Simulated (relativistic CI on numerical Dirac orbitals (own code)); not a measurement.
# d1 to d9 in one octahedral field

Computed with a parametric ligand-field model without spin-orbit coupling, by exact diagonalisation: B = 410, C = 1950, 10Dq = 32500 cm⁻¹ (Oh; |10Dq|/B = 79.3) for every shell. Energies in cm⁻¹; the field energy is (0.6 n_e − 0.4 n_t2) × 10Dq of the ground term; g labels are left out. So small a B with so large a field is typical of 4d and 5d ions, where spin-orbit coupling, left out here, reaches 1,000 to 4,000 cm⁻¹.

| Shell | Ground term | Electrons in e | Field energy | First spin-allowed bands | Lowest term of other spin |
| --- | --- | --- | --- | --- | --- |
| d1 | 2T2 | 0.000 | -13000 | 2E 32500 |  |
| d2 | 3T1 | 0.005 | -25852 | 3T2 31436, 3T1 36523 | 1T2 6464 |
| d3 | 4A2 | 0.000 | -39000 | 4T2 32500, 4T1 37211 | 2E 9207 |
| d4 | 3T1 | 0.008 | -51729 | 3E 30526, 3T1 31022 | 1T2 5822 |
| d5 | 2T2 | 0.016 | -64470 | 2A2 29874, 2T1 30016 | 4T1 23180 |
| d6 | 1A1 | 0.014 | -77559 | 1T1 30947, 1T2 37036 | 3T1 26904 |
| d7 | ? | ? | ? | ? | ? |
| d8 | 3A2 | 2.000 | -39000 | 3T2 32500, 3T1 37211 | 1E 7149 |
| d9 | 2E | 3.000 | -19500 | 2T2 32500 |  |

Q: Fill in the row of d7.

A: Ground term: 2E; Electrons in e: 1.008; Field energy: -58227; First spin-allowed bands: 2T1 30851, 2T2 31382; Lowest term of other spin: 4T1 23218. Low spin: d4, d5, d6, d7; the other shells keep the spin of the free ion. Only d4 to d7 can choose; the field needed to pair spins is smallest for d6 and largest for d5, which loses most exchange energy. In the strong-field picture 10Dq must exceed about 6B + 5C = 12210 (d4), 7.5B + 5C = 12825 (d5), 2.5B + 4C = 8825 (d6) and 4B + 4C = 9440 (d7); mixing of terms shifts these bounds somewhat.
